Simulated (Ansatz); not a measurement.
Species: SrCl2, charge 1, multiplicity 2. 
Geometry from a B3LYP-D3(BJ)/def2-TZVP (Ansatz, a program for electronic structure) optimisation:
```xyz
3

Sr    -0.3341    -0.8441    -0.5854
Cl     1.3492     1.1962    -0.2672
Cl    -0.6025     0.6906     1.5757
```
Charge +1, spin multiplicity 2.

Basis-set convergence of Hartree-Fock and MP2 correlation energies (hartree) with Ansatz. Cores are frozen in the correlated levels unless marked. Open shells are spin-unrestricted. Spin-orbit coupling is left out. Frozen are the shells of the preceding noble gas and the d and f shells that filled before the atom's block. The outer core of K, Ca and their heavier congeners is not correlated, a term that matters for these elements. Past Kr the def2 sets carry scalar-relativistic core potentials. The program attaches cautions to a run behind MP2/def2-SVP: other roots.

```csv
basis,functions,E(HF),"E(corr, MP2)"
def2-SVP,59,-948.93244,-0.27146
def2-TZVPP,124,-949.24871,-0.38470
def2-QZVPP,203,-949.28001,-0.42610
```

Extrapolating the two largest sets (X = 3 and 4) as X^-3: E(corr) = (64·(-0.42610) - 27·(-0.38470))/37 = -0.4563 Eh, an estimate of the basis-set limit. The largest set recovers 93.4 % of it, the smallest 59.5 %.
